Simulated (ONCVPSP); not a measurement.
## What the settings do to the ONCV potential of arsenic

Base potential:

* Element: As
* Generator: ONCVPSP 4.0.1
* Type: optimised norm-conserving Vanderbilt (ONCV)
* Functional: LDA (Perdew-Wang 92)
* Relativity: scalar-relativistic
* Frozen core: [Ne]
* Valence charge: 23
* Reference configuration: 3s2 3p6 3d10 4s2 4p3
* Partial waves: 3s+4s: rc 1.15 bohr, ncon 5, nbas 10, qcut 9.5 1/bohr, 2 projectors; 3p+4p: rc 0.90 bohr, ncon 4, nbas 7, qcut 19.2 1/bohr, 2 projectors; 3d: rc 0.90 bohr, ncon 4, nbas 9, qcut 17.3 1/bohr, 3 projectors, debl 2 Ha
* Local potential: polynomial inside 0.60 bohr (lpopt 5, dvloc0 1 Ha)
* Core correction: Teter function, fcfact 3.25, rcfact 1.35

Cutoffs, loose and tight: the cutoffs (Ha) at which the residual kinetic energy of the hardest occupied pseudo-wave falls to 1 and 0.1 mHa per electron. They do not see the model core or the augmentation charge, which bear on the density cutoff. Test errors are all-electron minus pseudo excitation energies from the reference, over the configurations 3s2 3p6 3d10 4s2 4p2; 3s2 3p6 3d10 4s2 4p1; 3s2 3p6 3d10 4s2 4p0; 3s2 3p6 3d10 4s1 4p4. A dash means not determined; rows that change the core or the reference have their own tests.

| change | outcome | cutoff, loose | cutoff, tight | bound ghosts | GHOST(+) flags above zero | largest test error (meV) |
| --- | --- | --- | --- | --- | --- | --- |
| base | generated | 123 Ha | 136 Ha | none | none | -3.0 |
| local potential polynomial inside 0.60 bohr (lpopt 5, dvloc0 -2.5 Ha) | generated | 123 Ha | 136 Ha | none | none | -3.1 |
| local potential polynomial inside 0.60 bohr (lpopt 5, dvloc0 -1 Ha) | generated | 123 Ha | 136 Ha | none | none | -3.0 |
| local potential polynomial inside 0.60 bohr (lpopt 5, dvloc0 0.5 Ha) | generated | 123 Ha | 136 Ha | none | none | -3.0 |
| local potential polynomial inside 0.60 bohr (lpopt 5, dvloc0 2 Ha) | generated | 123 Ha | 136 Ha | none | none | -3.0 |
| local potential polynomial inside 0.60 bohr (lpopt 5, dvloc0 3 Ha) | generated | 123 Ha | 136 Ha | none | none | -3.0 |
| local potential polynomial inside 0.60 bohr (lpopt 5, dvloc0 4 Ha) | generated | 123 Ha | 136 Ha | none | none | -2.9 |
| local potential polynomial inside 0.60 bohr (lpopt 5, dvloc0 5.5 Ha) | generated | 123 Ha | 136 Ha | none | none | -2.9 |
| local potential polynomial inside 0.60 bohr (lpopt 5, dvloc0 6.5 Ha) | generated | 123 Ha | 136 Ha | none | none | -2.9 |
| local potential polynomial inside 0.60 bohr (lpopt 5, dvloc0 8 Ha) | generated | 123 Ha | 136 Ha | none | none | -2.8 |
| local potential polynomial inside 0.60 bohr (lpopt 5, dvloc0 9.5 Ha) | generated | 123 Ha | 136 Ha | none | none | -2.7 |

Reading the sweep of the dvloc0 (base included, trends over the rows without a ghost): The loose cutoff stays near 123 Ha. The median size of the test errors (rows with all tests solved) stays near 1.7 meV.
